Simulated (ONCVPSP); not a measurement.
# Transferability test, ONCV potential for Ar

Ar (Z = 18), optimised norm-conserving Vanderbilt (ONCV), made with ONCVPSP 4.0.1 (PBEsol, scalar-relativistic). Core [He], reference 2s2 2p6 3s2 3p6. Waves: 2s+3s: rc 0.80 bohr, ncon 4, nbas 9, qcut 15.1 1/bohr, 2 projectors; 2p+3p: rc 0.65 bohr, ncon 4, nbas 7, qcut 22.8 1/bohr, 2 projectors; d scattering state at 0.07 Ha: rc 0.90 bohr, ncon 5, nbas 8, qcut 12.6 1/bohr, 2 projectors, debl 3.6 Ha. Local part: polynomial inside 0.55 bohr (lpopt 5, dvloc0 4 Ha). Core correction: none.

Energies are relative to the spin-unpolarised reference configuration 2s2 2p6 3s2 3p6; without spin polarisation the order of configurations can differ from experiment.

```json
{"valence configuration": "2s2 2p6 3s2 3p4", "charge": "+2", "ΔE all-electron (eV)": "44.618", "error AE − PS (meV)": "+5.3"}
{"valence configuration": "2s2 2p6 3s2 3p3", "charge": "+3", "ΔE all-electron (eV)": "87.140", "error AE − PS (meV)": "+13"}
```

Problem. What are ΔE and the potential's error for 2s2 2p6 3s2 3p5?

Solution. ΔE = 16.014 eV all-electron; the error (AE − PS) is +1.7 meV.

Problem. What are ΔE and the potential's error for 2s2 2p6 3s2 3p5.5?

Solution. ΔE = 6.526 eV all-electron; the error (AE − PS) is +0.7 meV.
